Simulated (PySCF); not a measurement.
Correlation energy of Zn²⁺ (zinc, charge +2)

[Ar] 3d9 4p1, one real determinant (an excited configuration). Computed with PySCF 2.14 in def2-TZVPPD (6s6p4d2f1g, 67 functions), with no relativity, point nucleus. Frozen: [Ar]; 10 electrons correlated.

```
  level  correlation energy (mhartree)
   CCSD                        -309.44
    (T)                          -5.36
CCSD(T)                        -314.80
```

Diagnostics: T1 = 0.0066, D1 = 0.0194, largest double amplitude 0.039.

The real determinant used has ⟨L²⟩ near 8 against 12 for a pure F term, so it mixes terms.

Cost of the coupled-cluster step: of the order of 10 core-seconds, for 10 correlated electrons.

Iterations:

```
CC2 = 0
CCSD nocc = (np.int64(6), np.int64(4)), nmo = (58, 58)
frozen orbitals [[0, 1, 2, 3, 4, 5, 6, 7, 8], [0, 1, 2, 3, 4, 5, 6, 7, 8]]
max_cycle = 100
direct = 0
conv_tol = 1e-08
conv_tol_normt = 1e-06
diis_space = 8
diis_start_cycle = 0
Init t2, MP2 energy = -0.32530247600331
Init E_corr(UCCSD) = -0.325302476009142
cycle = 1  E_corr(UCCSD) = -0.305014093683713  dE = 0.0202883823  norm(t1,t2) = 0.0360136
cycle = 2  E_corr(UCCSD) = -0.309383060552078  dE = -0.00436896687  norm(t1,t2) = 0.0105145
cycle = 3  E_corr(UCCSD) = -0.308952704891998  dE = 0.00043035566  norm(t1,t2) = 0.00497102
cycle = 4  E_corr(UCCSD) = -0.309224483003319  dE = -0.000271778111  norm(t1,t2) = 0.00327411
cycle = 5  E_corr(UCCSD) = -0.309347858369655  dE = -0.000123375366  norm(t1,t2) = 0.00256901
cycle = 6  E_corr(UCCSD) = -0.309352552679565  dE = -4.69430991e-06  norm(t1,t2) = 0.00196338
cycle = 7  E_corr(UCCSD) = -0.309432547736738  dE = -7.99950572e-05  norm(t1,t2) = 0.00103187
cycle = 8  E_corr(UCCSD) = -0.309448528674002  dE = -1.59809373e-05  norm(t1,t2) = 0.000322151
cycle = 9  E_corr(UCCSD) = -0.309438124955884  dE = 1.04037181e-05  norm(t1,t2) = 0.000144347
cycle = 10  E_corr(UCCSD) = -0.309443388586692  dE = -5.26363081e-06  norm(t1,t2) = 4.80067e-05
cycle = 11  E_corr(UCCSD) = -0.309442772440308  dE = 6.16146384e-07  norm(t1,t2) = 1.66303e-05
cycle = 12  E_corr(UCCSD) = -0.309442674062575  dE = 9.83777329e-08  norm(t1,t2) = 7.08586e-06
cycle = 13  E_corr(UCCSD) = -0.309442724473858  dE = -5.0411283e-08  norm(t1,t2) = 2.32278e-06
cycle = 14  E_corr(UCCSD) = -0.309442656327451  dE = 6.81464075e-08  norm(t1,t2) = 9.78971e-07
cycle = 15  E_corr(UCCSD) = -0.309442688108947  dE = -3.17814963e-08  norm(t1,t2) = 3.20662e-07
cycle = 16  E_corr(UCCSD) = -0.309442685567575  dE = 2.54137256e-09  norm(t1,t2) = 1.1925e-07
UCCSD converged
E(UCCSD) = -1776.641134412016  E_corr = -0.3094426855675746
UCCSD(T) correction = -0.00536349680237336
```

The reference is one real determinant that mixes LS terms of this configuration.
